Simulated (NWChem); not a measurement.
Species: CH$_{6}$BrNSi; SMILES C[SiH](N)Br

```xyz
10

Si    -0.0500    -0.8956    -0.3985
C      1.4231    -1.8213     0.2697
N     -1.5041    -1.6327     0.1477
Br     0.1885     1.2608     0.2525
H     -0.1059    -0.8408    -1.8841
H      1.3869    -2.8749    -0.0480
H      1.4368    -1.7869     1.3702
H      2.3596    -1.3719    -0.0920
H     -1.6128    -1.8467     1.1340
H     -2.3888    -1.3287    -0.2457
```
Atoms are numbered in this order, from 1.

All runs: NWChem. Coordinates come from a PBE0/def2-SVP optimisation. Vzz is the largest principal value of the second derivative of the potential at the nucleus (NWChem prints the opposite sign); η is the asymmetry. Non-relativistic.

For level CAM-B3LYP/def2-SVP:

* **Vzz N3 (a.u.)**: -0.894
* **Vzz Br4 (a.u.)**: 3.812

Problem. Estimate the same quantities for level Hartree-Fock/def2-SVP.

Solution. The vzz N3 (a.u.) is -0.933 and the vzz Br4 (a.u.) is 3.549.
